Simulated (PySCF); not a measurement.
## Working out the ionisation energy of Cl⁺

Cl⁺ [Ne] 3s2 3p4 (3P) → Cl²⁺ [Ne] 3s2 3p3 (4S). Calculation: PySCF 2.14, in aug-cc-pVTZ-DK (6s5p3d2f, 50 functions); the spin-free X2C one-electron Hamiltonian (Gaussian nucleus). Frozen: [Ne]. Energies in hartree (1 hartree = 27.21139 eV):

| part | Cl⁺ (lower) | Cl²⁺ (upper) |
| --- | --- | --- |
| UHF | -460.462692 | -459.633155 |
| MP2 opposite-spin | -0.096321 | -0.070588 |
| MP2 same-spin | -0.028681 | -0.025589 |

Question: What does Hartree-Fock give?

Answer: (-459.633155) − (-460.462692) = 0.829537 hartree = 22.573 eV.

Question: What do MP2 and SCS-MP2 (6/5 opposite-spin, 1/3 same-spin) give?

Answer: The opposite-spin parts differ by 0.700 eV and the same-spin parts by 0.084 eV. MP2: 22.573 + (0.700) + (0.084) = 23.357 eV. SCS-MP2: 22.573 + 1.2 × (0.700) + (0.084)/3 = 23.441 eV.

Measured between the centres of the two terms (NIST): 23.771 eV, so MP2 (valence) is off by -0.414 eV.

What remains against the reference includes basis incompleteness, the frozen core and correlation beyond second order.
